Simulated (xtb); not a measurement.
Harmonic IR lines of one isomer of CH$_{7}$B$_{2}$N, unscaled. All values below come from GFN2-xTB run with xtb 6.7.1.

```csv
wavenumber (cm⁻¹),relative intensity
103,27
463,4.8
705,3.2
774,13
827,60
868,80
909,95
948,33
986,3.1
1152,10
1174,4.9
1194,21
1201,44
1561,10
2626,64
2631,29
2682,100
2845,11
3399,3.9
```

Q: Name which structure gives these lines.
(A) `BCNB`
(B) `BC(B)N`
(C) `BNBC`
(D) `BCBN`

A: B, `BC(B)N`
